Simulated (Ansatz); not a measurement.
Calculated with Ansatz (gas phase, PBE0-D4/def2-TZVP geometries, no zero-point term in ΔE). CCSD(T)/CBS adds triple-zeta CCSD(T) − MP2 to the extrapolated MP2 energy (def2 sets, frozen cores). This one scheme is used for every species. Functionals use def2-TZVPP. B3LYP here is the variant with VWN-RPA as its local correlation; programs differ in this. Elements past krypton have def2 core potentials. For I outer-core shells are correlated without core-valence functions, which leaves a few kJ/mol of doubt a bond. One conformer a species, not always the lowest.

Consider the silylene formation by 1,1-elimination: `O[SiH](S)I` → HI + `O[Si]S`.

```json
{"level": "BHLYP-D4", "ΔE (kcal/mol)": "57.2", "difference from CCSD(T)/CBS": "1.1"}
{"level": "ωB97X-V", "ΔE (kcal/mol)": "56.8", "difference from CCSD(T)/CBS": "0.7"}
{"level": "PBE", "ΔE (kcal/mol)": "50.4", "difference from CCSD(T)/CBS": "-5.7"}
{"level": "B3LYP", "ΔE (kcal/mol)": "48.1", "difference from CCSD(T)/CBS": "-8.0"}
{"level": "LC-ωPBE", "ΔE (kcal/mol)": "58.1", "difference from CCSD(T)/CBS": "2.0"}
{"level": "HF/def2-SVP", "ΔE (kcal/mol)": "51.5", "difference from CCSD(T)/CBS": "-4.6"}
{"level": "CCSD/def2-SVP", "ΔE (kcal/mol)": "48.7", "difference from CCSD(T)/CBS": "-7.4"}
{"level": "CCSD(T)/def2-TZVPP", "ΔE (kcal/mol)": "52.8", "difference from CCSD(T)/CBS": "-3.3"}
{"level": "MP2/def2-QZVPP", "ΔE (kcal/mol)": "60.7", "difference from CCSD(T)/CBS": "4.6"}
{"level": "HF/CBS(def2)", "ΔE (kcal/mol)": "53.8", "difference from CCSD(T)/CBS": "-2.3"}
{"level": "CCSD(T)/CBS", "ΔE (kcal/mol)": "56.1", "difference from CCSD(T)/CBS": "0"}
```

Largest T1 diagnostic among the species: 0.015.

From BLYP to BHLYP (50 % exact exchange), in def2-TZVPP and without D4, ΔE moves by +10.5 kcal/mol. The D4 term adds +4.0 kcal/mol with B3LYP and +2.1 kcal/mol with PBE0; it sums over pairs of atoms, weighted by their polarisabilities, and B3LYP, whose exchange is more repulsive, gets the larger term.

CCSD(T)/CBS has its own doubt, a few kJ/mol and more with outer-core shells, so smaller differences from it don't rank the levels.
